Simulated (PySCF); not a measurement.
Species: C7H7ClO3.
Bonds: C1–C2, C2–C3, C2–C4, C4–C5 (double), C5–Cl6, C5–C7, C7–O8 (double), C7–O9, O9–C10, C10–O11 (double), C4–C10. Hydrogens: H12, H13, H14 on C1; H15 on C2; H16, H17, H18 on C3.

NICS = −σ at a ghost point: NICS(0) at the centroid of the ring atoms, NICS(1) 1 Å to either side along the normal of their mean plane, zz for the tensor component along that normal. Level: GIAO PBE0/pcSseg-1 (PySCF, non-relativistic, gas phase) on the PBE0-D3(BJ)/def2-SVP geometry, one conformer.

Ring bond lengths (Å), with Mayer bond orders in brackets: C4–C5 1.344 (1.56), C5–C7 1.493 (0.94), C7–O9 1.373 (1.00), O9–C10 1.378 (0.98), C10–C4 1.492 (0.99).

Problem. What do the NICS probes read (ppm)?

Solution. 
```csv
ring,type,NICS(0),"NICS(1), two faces","NICS(1)zz, two faces",rms pucker (Å),"centre to ring atoms, mean (Å)"
C4–C5–C7–O9–C10,"5-membered ring with O; formal bonds 1 double, 4 single",-0.9,-3.5 / -3.5,-0.9 / -0.9,0.00,1.21
```

Problem. What do they say, and how far can they be read as aromaticity?

Solution. 
- C4–C5–C7–O9–C10: mean NICS(1)zz -0.9 ppm, near zero. That is too small in size for a clear verdict by the NICS criterion.

Problem. How equal are the bonds by HOMA? HOMA takes Krygowski's 1993 parameters.

Solution. 
- C4–C5–C7–O9–C10: HOMA -0.99; the largest term is that of C5–C7, α(R − Ropt)² = 2.83. The geometric and the magnetic index point the same way.

Problem. At the first NICS(1) probe listed for ring C4–C5–C7–O9–C10, 1 Å off the ring, how large is the induced field along the normal in 14.1 T applied along it?

Solution. NICSzz × B0 = -0.9 ppm × 14.1 T = -13 μT, against the applied field.

Problem. What are the shieldings of the ring atoms and their hydrogens in the same run (means over atoms taken as equivalent)?

Solution. 
```
atoms                      environment  σ isotropic (ppm)  principal values of the symmetric part, first atom (ppm)
   C4  fully substituted alkene carbon               29.7                                        -98.6, 53.2, 134.3
   C5              vinylic C–Cl carbon               40.3                                        -58.7, 78.2, 101.5
   C7        anhydride carbonyl carbon               21.0                                         -79.3, 56.2, 86.1
   O9        anhydride bridging oxygen               28.0                                         -84.5, 2.3, 166.1
  C10        anhydride carbonyl carbon               17.7                                         -81.1, 59.4, 74.8
```

Problem. How do the values depend on the level or the medium?

Solution. 
| level | NICS(0), C4–C5–C7–O9–C10 | mean NICS(1)zz, C4–C5–C7–O9–C10 |
| --- | --- | --- |
| PBE0/pcSseg-1, gas | -0.9 | -0.9 |
| wB97X-D/pcSseg-2, gas | -0.1 | -0.2 |

The geometry is the same throughout.

Shape of the structure used: `[CH3:1][CH:2]([CH3:3])[C:4]1=[C:5]([Cl:6])[C:7](=[O:8])[O:9][C:10]1=[O:11]`: C1–C2–C4–C5 120°.
